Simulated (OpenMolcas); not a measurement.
# How methods differ on CH3ClF2Si (SMILES C[Si](F)(F)Cl)

CH3ClF2Si: 8 atoms, total charge 0, spin state singlet. As SMILES, `C[Si](F)(F)Cl`. The shape is that of a PBE0-D4/def2-TZVP optimisation.

Quantity: the dipole moment, in D. The values are calculated.

```csv
level,kind,program,value (D),CPU time
PBE/def2-SVP,GGA,OpenMolcas,2.17,22 s
revPBE/def2-SVP,GGA,OpenMolcas,2.15,23 s
M06-L/def2-SVP,meta-GGA,OpenMolcas,2.32,26 s
TPSS/def2-SVP,meta-GGA,OpenMolcas,2.16,28 s
r2SCAN/def2-SVP,meta-GGA,OpenMolcas,2.27,29 s
B3LYP/def2-SVP,global hybrid,OpenMolcas,2.23,21 s
M06-2X/def2-SVP,hybrid meta-GGA,OpenMolcas,2.32,26 s
PBE0/def2-SVP,global hybrid,OpenMolcas,2.30,20 s
```

The values span 2.15 to 2.32 D. Magnitudes only. CPU times are rough (shared hosts, several kinds of processor): they show what a rung costs within a factor of a few.
